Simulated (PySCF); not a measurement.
Problem. Give a GFN2-xTB geometry of `[O-][C](O)c1ccco1` [radical]. (Charge -1 and doublet state.)

Solution. 
Z-matrix in Å and degrees, rows numbered from 1:
```
O 
C   1  1.2559
O   2  1.4171  1  117.44
C   2  1.3922  1  127.24  3   179.95
C   4  1.4134  2  129.60  1    -0.03
C   5  1.3943  4  106.64  2  -179.97
C   6  1.3692  5  107.59  4     0.02
O   7  1.3767  6  110.90  5     0.01
H   3  0.9652  2  104.22  1    -0.05
H   5  1.0714  4  125.04  2     0.12
H   6  1.0776  5  126.99  4   179.97
H   7  1.0739  6  132.43  5  -179.85
```

C4 (carbon bonded to 2 C and O) is planar (angles 129.6°, 121.6° and 108.8°, sum 360.0°, 0.00 Å off the plane of its three neighbours). C7 (carbon bonded to C, O and H) is planar (angles 132.4°, 116.7° and 110.9°, sum 360.0°, 0.00 Å off the plane of its three neighbours). C6 (carbon bonded to 2 C and H) is planar (angles 127.0°, 125.4° and 107.6°, sum 360.0°, 0.00 Å off the plane of its three neighbours). The C–C distances run from 1.369 Å (C6–C7, aromatic) to 1.413 Å (C4–C5, aromatic), a spread of 0.044 Å.

The geometry is computed with GFN2-xTB (gas phase). This method treats the open shell by occupation alone, without spin polarisation.

Point group: Cs (tolerance 0.08 Å). GFN2-xTB frequencies: not computed here. Whether the extra electron is bound in the gas phase wasn't checked; a finite basis holds it in any case. Torsions: O1–C2–O3–H 0°, O1–C2–C4–C5 0°.

One conformer stands for the species.
